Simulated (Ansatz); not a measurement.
Job for Ansatz (a quantum-chemistry and plane-wave program): R-wB97X-V/def2-TZVPP on HKO (SMILES [OH][K]).

Ansatz 0.2 input:
```yaml
crystal:
  periodic: [false, false, false]
  atoms:
    - {symbol: K, position_ang: [-0.00000000, -0.00000000, -0.74841103]}
    - {symbol: O, position_ang: [0.00000000, 0.00000000, 1.47360356]}
    - {symbol: H, position_ang: [0.00000000, 0.00000000, 2.43098107]}
basis:
  gaussian:
    orbitals: def2-TZVPP
hamiltonian:
  xc: {name: wB97X-V}
accuracy: high
relax: {f_tol: 0.0005, max_steps: 60}
scf: {lower_state_search: off}
output: {forces: true}
```

Program output:

```
WARN ansatz: RAYON_NUM_THREADS=1 ignored (pool sized by the plan → 1); use --threads N
Functional definition: wB97X-V
these checks for a lower state are left out or cut short: stability, starts, cluster_reference, orbital_swaps, neighbouring_geometries, increment
integrals: 0.13 GiB planned
1301 factors; integrals over basis functions are off by at most 2.5e-9 eV
integrals: 0.18 GiB planned
315 factors; integrals over basis functions are off by at most 9.9e-10 eV
mean field: 0.56 GiB planned
mean field evaluation 1: about -18379.1397 eV, gradient 6.4e1 eV
mean field evaluation 2: about -18324.7307 eV, gradient 1.4e2 eV
mean field evaluation 4: about -18386.4086 eV, gradient 4.3e0 eV
mean field evaluation 8: about -18386.4633 eV, gradient 1.8e-1 eV
mean field evaluation 16: about -18386.4634 eV, gradient 4.9e-6 eV
mean field -18386.46340971 eV, -675.6900675143 hartree, gradient 8.5e-8 eV, S^2 0.000000; 0 other end points of the search recorded, 0 dependent functions left out
the calculation of the forces begins
reference -18386.46340937 eV, -675.6900675018 hartree; 14, 14 occupied and 64, 64 virtual orbitals, 1301 factors
relax step   1: F+E_penalty+E_count = -18386.46340971 eV  Δ(F+E_penalty+E_count) = +0.000e0 eV  max|allowed force component| = 1.948e-1 eV/Å  Δτ_max = 0.0000 Å  (17 SCF iters, accepted)
these checks for a lower state are left out or cut short: stability, starts, cluster_reference, orbital_swaps, neighbouring_geometries, increment
integrals: 0.13 GiB planned
1301 factors; integrals over basis functions are off by at most 2.5e-9 eV
integrals: 0.18 GiB planned
315 factors; integrals over basis functions are off by at most 9.9e-10 eV
mean field: 0.56 GiB planned
mean field -18386.46370650 eV, -675.6900784212 hartree, gradient 4.8e-8 eV, S^2 0.000000; 0 other end points of the search recorded, 0 dependent functions left out
the calculation of the forces begins
reference -18386.46370616 eV, -675.6900784087 hartree; 14, 14 occupied and 64, 64 virtual orbitals, 1301 factors
relax step   2: F+E_penalty+E_count = -18386.46370650 eV  Δ(F+E_penalty+E_count) = -2.968e-4 eV  max|allowed force component| = 3.823e-2 eV/Å  Δτ_max = 0.0016 Å  (18 SCF iters, accepted)
these checks for a lower state are left out or cut short: stability, starts, cluster_reference, orbital_swaps, neighbouring_geometries, increment
integrals: 0.13 GiB planned
1301 factors; integrals over basis functions are off by at most 2.5e-9 eV
integrals: 0.18 GiB planned
315 factors; integrals over basis functions are off by at most 9.9e-10 eV
mean field: 0.56 GiB planned
mean field evaluation 32: about -18386.4637 eV, gradient 9.9e-6 eV
mean field -18386.46372000 eV, -675.6900789173 hartree, gradient 1.5e-8 eV, S^2 0.000000; 0 other end points of the search recorded, 0 dependent functions left out
the calculation of the forces begins
reference -18386.46371966 eV, -675.6900789049 hartree; 14, 14 occupied and 64, 64 virtual orbitals, 1301 factors
relax step   3: F+E_penalty+E_count = -18386.46372000 eV  Δ(F+E_penalty+E_count) = -1.350e-5 eV  max|allowed force component| = 7.018e-4 eV/Å  Δτ_max = 0.0005 Å  (17 SCF iters, accepted)
these checks for a lower state are left out or cut short: stability, starts, cluster_reference, orbital_swaps, neighbouring_geometries, increment
integrals: 0.13 GiB planned
1301 factors; integrals over basis functions are off by at most 2.5e-9 eV
integrals: 0.18 GiB planned
315 factors; integrals over basis functions are off by at most 9.9e-10 eV
mean field: 0.56 GiB planned
mean field -18386.46372002 eV, -675.6900789180 hartree, gradient 2.9e-8 eV, S^2 0.000000; 0 other end points of the search recorded, 0 dependent functions left out
the calculation of the forces begins
reference -18386.46371968 eV, -675.6900789055 hartree; 14, 14 occupied and 64, 64 virtual orbitals, 1301 factors
relax step   4: F+E_penalty+E_count = -18386.46372002 eV  Δ(F+E_penalty+E_count) = -1.673e-8 eV  max|allowed force component| = 2.672e-5 eV/Å  Δτ_max = 0.0000 Å  (13 SCF iters, accepted)
Total energy: -18386.46371968 eV, -675.6900789055 hartree
Atom 0 at     0.000000     0.000000    -0.748649 Å, force     0.000000     0.000000     0.000021 eV/Å
Atom 1 at     0.000000    -0.000000     1.475367 Å, force     0.000000    -0.000000    -0.000027 eV/Å
Atom 2 at    -0.000000     0.000000     2.429455 Å, force    -0.000000     0.000000     0.000005 eV/Å
Dipole moment:    -0.000000    -0.000000    -1.500348 e Å
Checks for a lower state left out: stability, starts, cluster_reference, orbital_swaps, neighbouring_geometries, increment
```

The run converged.

Cost: around 40 core-seconds (rough).
